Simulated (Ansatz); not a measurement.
Oxide piece family: r2SCAN-D4/def2-TZVP single points in Ansatz on relaxed structures, gas phase. Core potentials for Hf, no spin–orbit coupling. Binding counts from free atoms in the multiplicity of their measured ground term, without zero-point energy. The structures are stationary points that may keep the symmetry of their start.

**Question.** Estimate the order by HOMO (eV), lowest first.
A. Mg5O7H4 (singlet)
B. Ca4O6H4 (singlet)
C. Zn3O6H6 (singlet)
D. Hf3O12H12 (singlet)

**Answer.** D (-6.59), C (-6.32), A (-4.36), B (-3.34).

In full:

| species | atoms | state | geometry | HOMO (eV) | LUMO (eV) | gap (eV) | binding per atom (eV) | point group (within 0.1 Å) |
| --- | --- | --- | --- | --- | --- | --- | --- | --- |
| Hf3O12H12 | 27 | singlet | PBE-D4/def2-SVP | -6.59 | -0.72 | 5.87 | 4.68 | – |
| Mg5O7H4 | 16 | singlet | PBE-D4/def2-SVP | -4.36 | -1.52 | 2.84 | 3.86 | – |
| Zn3O6H6 | 15 | singlet | r2SCAN-D4/def2-SVP | -6.32 | -1.56 | 4.75 | 3.36 | – |
| Ca4O6H4 | 14 | singlet | B3LYP-D4/def2-SVP | -3.34 | -0.99 | 2.35 | 4.23 | – |

The gap (eV) runs from 2.35 (Ca4O6H4) to 5.87 (Hf3O12H12).
